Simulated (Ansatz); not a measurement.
Relaxation of GaH$_{5}$O (7 atoms, charge 0, multiplicity 1), to a largest force component of 0.03 eV/Å in at most 50 steps.

The calculation used Ansatz, RKS PBE0/def2-SVP.

```xyz
7
Properties=species:S:1:pos:R:3
Ga -0.050 -0.232 0.053
O -0.007 -0.326 1.843
H -0.868 -0.390 2.270
H 1.363 -0.210 -0.602
H -1.450 -0.211 -0.649
H 0.132 2.399 0.906
H 0.119 1.834 1.354
```

Where does it end, and by what steps?

The forces met the threshold. The force dipped under the threshold on the way, but the program's further checks kept it going. After 17 steps the energy has fallen by 0.087 eV; O2 moved furthest, 0.35 Å.

```csv
step,energy less start (eV),largest force component (eV/Å),accepted
0,0.0000,1.468,yes
1,-0.0684,0.336,yes
2,-0.0707,0.757,yes
3,-0.0781,0.384,yes
4,-0.0787,0.088,yes
5,-0.0809,0.137,yes
6,-0.0811,0.032,yes
7,-0.0821,0.041,yes
8,-0.0828,0.048,yes
9,-0.0843,0.015,yes
10,-0.0784,0.542,no
11,-0.0856,0.087,yes
12,-0.0852,0.227,no
13,-0.0866,0.063,yes
14,-0.0868,0.103,yes
15,-0.0870,0.052,yes
16,-0.0870,0.042,no
17,-0.0872,0.010,yes
```

```xyz
7
Properties=species:S:1:pos:R:3
Ga -0.048 -0.212 0.153
O -0.034 -0.668 1.885
H -0.904 -0.732 2.292
H 1.372 -0.163 -0.486
H -1.436 0.027 -0.538
H 0.105 2.471 0.593
H 0.184 2.140 1.276
```

Whether the end is a true minimum wasn't checked by a vibrational analysis.

Run time: 37 s on 1 thread of Arm Neoverse V1 (shared host), peak memory 0.13 GiB.
